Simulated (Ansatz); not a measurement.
Program: Ansatz. Geometries: PBE0-D4/def2-TZVP. ΔE: electronic, gas phase. CCSD(T)/CBS is the MP2 limit (def2-TZVPP, def2-QZVPP) plus CCSD(T) − MP2 in def2-TZVPP, frozen cores. This one scheme is used for every species. DFT in def2-TZVPP. B3LYP here is the variant with VWN-RPA as its local correlation; programs differ in this. HSE06 is defined as in plane-wave codes. For Se outer-core shells are correlated without core-valence functions, which leaves a few kJ/mol of doubt a bond. Scalar relativity is left out up to krypton. One conformer a species, not always the lowest.

`[OH][Al]([F])[SH]` + `CO[SiH2][SeH]` → `[OH][Al]([F])[SeH]` + `CO[SiH2]S`  (redistribution)

(1) Is it downhill or uphill in electronic energy at CCSD(T)/CBS, and by how much? (Best estimate.)

(2) What do these levels give: revPBE-D4, r2SCANh-D4, HSE06-D4, BLYP, r2SCAN, PBE0, B3LYP, MP2/def2-SVP, HF/def2-TZVPP, CCSD/def2-TZVPP, CCSD(T)/def2-TZVPP, CCSD/CBS(def2)? (Estimate.)

(3) What do rigid-rotor, harmonic-oscillator terms from PBE0-D4/def2-TZVP frequencies (298.15 K, 1 bar) make of the CCSD(T)/CBS value? (Best estimate.)

Largest T1 diagnostic among the species: 0.012.

## Answers

(1) The calculation gave: Downhill: ΔE = -0.04 eV.

(2) The calculation gave: revPBE-D4 -0.04, r2SCANh-D4 -0.05, HSE06-D4 -0.05, BLYP -0.04, r2SCAN -0.05, PBE0 -0.05, B3LYP -0.04, MP2/def2-SVP -0.05, HF/def2-TZVPP -0.06, CCSD/def2-TZVPP -0.05, CCSD(T)/def2-TZVPP -0.05, CCSD/CBS(def2) -0.05 eV.

(3) Ansatz gave: ΔZPE = 0.00 eV, ΔH = -0.04 eV, ΔS = 0 J/(mol·K), ΔG = -0.04 eV. Modes under 50 cm⁻¹ make the entropy rough.

Leaving LDA and LC-ωPBE aside and taking each functional with its dispersion term where it has one, the values, not all of them listed here, spread over 0.02 eV, from PBE-QIDH to B97M-V.
